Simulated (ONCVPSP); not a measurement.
# Configuration tests for Tc (Z = 43) (ONCV)

```json
{"Element": "Tc", "Generator": "ONCVPSP 4.0.1", "Type": "optimised norm-conserving Vanderbilt (ONCV)", "Functional": "LDA (Perdew-Wang 92)", "Relativity": "fully relativistic", "Frozen core": "[Ar] 3d10", "Valence charge": "15", "Reference configuration": "4s2 4p6 4d5 5s1.5 5p0.5", "Partial waves": "4s+5s: rc 1.35 bohr, ncon 3, nbas 7, qcut 7.2 1/bohr, 2 projectors; 4p+5p: rc 2.20 bohr, ncon 4, nbas 8, qcut 7.3 1/bohr, 2 projectors; 4d: rc 2.40 bohr, ncon 4, nbas 8, qcut 5.2 1/bohr, 1 projector", "Local potential": "polynomial inside 1.15 bohr (lpopt 5, dvloc0 0 Ha)", "Core correction": "Teter function, fcfact 4.25, rcfact 1.1"}
```

Open shells are filled in proportion to 2j + 1.

Energies are relative to the spin-unpolarised reference configuration 4s2 4p6 4d5 5s1.5 5p0.5; without spin polarisation the order of configurations can differ from experiment.

(1) Give the all-electron excitation energy and the error of the potential for: 4s2 4p6 4d5 5s2 5p0; 4s2 4p6 4d5 5s1 5p0; 4s2 4p6 4d5 5s0 5p0; 4s2 4p6 4d5 5s0 5p1.

Results:

(1)

```csv
valence configuration,charge,ΔE all-electron (eV),error AE − PS (meV)
4s2 4p6 4d5 5s2 5p0,0,-1.890,-0.1
4s2 4p6 4d5 5s1 5p0,+1,6.535,+0.4
4s2 4p6 4d5 5s0 5p0,+2,21.730,+0.1
4s2 4p6 4d5 5s0 5p1,+1,11.209,+0.4
```
